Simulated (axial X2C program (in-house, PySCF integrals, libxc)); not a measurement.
Outer orbitals of AsH⁻ at 1.543 Å, PBE0

All values were computed with an in-house all-electron X2C program for linear molecules (integrals from PySCF). Spin-free means the one-electron spin-free X2C Hamiltonian; two-component (2c) means X2C with spin–orbit coupling and atomic mean-field two-electron Coulomb and Gaunt terms, so the difference of the two also holds small scalar two-electron terms. Basis: As dyall-acv3z [10s10p7d5f1g], H dyall-av3z [7s3p2d] (cores contracted in-house); Gaussian nuclei, density fitting, unrestricted open shells. Masses: As 74.922 u, H 1.008 u.

The distance is close to the 2c PBE0 minimum; the highest filled and lowest empty levels are listed.

Spin-free orbitals, state M_S = 1/2, Λ = 1 (beyond evenly filled blocks: π+α, π+β, π-α) (Löwdin shares):

```csv
symmetry,occupied,ε (eV),atomic character
σα,yes,-10.33,"61% As s, 24% H s, 11% H p"
σβ,yes,-9.49,"59% As s, 26% H s, 10% H p"
σα,yes,-2.98,"54% As p, 30% H s, 10% As s"
σβ,yes,-2.73,"53% As p, 28% H s, 12% As s"
π+α,yes,0.04,"82% As p, 12% H p, 5% H d"
π-α,yes,0.04,"82% As p, 12% H p, 5% H d"
π+β,yes,0.88,"83% As p, 13% H p, 4% H d"
π-β,no,2.62,"85% As p, 12% H p, 3% H d"
σα,no,2.95,"94% H s, 2% H p"
σβ,no,2.96,"95% H s, 2% H p"
σα,no,3.85,"94% As p, 3% As s"
```

The highest filled level is positive, so this functional does not bind it, and the empty levels of an anion are set by the basis.

Spinors with spin–orbit coupling (state Ω = 3/2):

| ω | occupied | ε (eV) | atomic character | λ mixture |
| --- | --- | --- | --- | --- |
| 1/2 | yes | -10.29 | 61% As s, 24% H s, 11% H p | 100% σ |
| -1/2 | yes | -9.47 | 59% As s, 26% H s, 10% H p | 100% σ |
| 1/2 | yes | -2.96 | 54% As p, 30% H s, 10% As s | 100% σ |
| -1/2 | yes | -2.71 | 53% As p, 28% H s, 12% As s | 100% σ |
| -1/2 | yes | 0.00 | 82% As p, 12% H p, 5% H d | 100% π |
| 3/2 | yes | 0.15 | 82% As p, 12% H p, 5% H d | 100% π |
| 1/2 | yes | 0.83 | 83% As p, 13% H p, 4% H d | 100% π |
| -3/2 | no | 2.68 | 85% As p, 12% H p, 3% H d | 100% π |
| 1/2 | no | 2.96 | 94% H s, 3% H p, 2% As s | 100% σ |
| -1/2 | no | 2.99 | 94% H s, 3% H p | 100% σ |
| 1/2 | no | 3.85 | 94% As p, 2% As s, 2% H s | 100% σ |

The highest filled level is positive, so this functional does not bind it, and the empty levels of an anion are set by the basis.

Problem. How does the gap between the highest filled and lowest empty level change from the spin-free to the 2c table?

Solution. From 1.74 to 1.85 eV at PBE0, a change of 0.11 eV.

Mulliken charges and populations of the two-component result (they depend on the basis, above all on diffuse functions):

As -0.71 e (s 7.83 p 15.86 d 10.02), H -0.29 e (s 1.18 p 0.10 d 0.01). ⟨Lz⟩ = 1.00 ħ and ⟨Sz⟩ = 0.50 ħ (0.52 and -0.02 on the two atoms), which add up to Ω.

Occupations by symmetry block were frozen at the best pattern of an incomplete PBE0 search. Density functionals use the spin component along the axis (collinear). The functionals have no current-density term, which raises determinants with orbital currents, atoms included. The highest occupied level of some functionals is positive through self-interaction error; at Hartree–Fock it is bound.
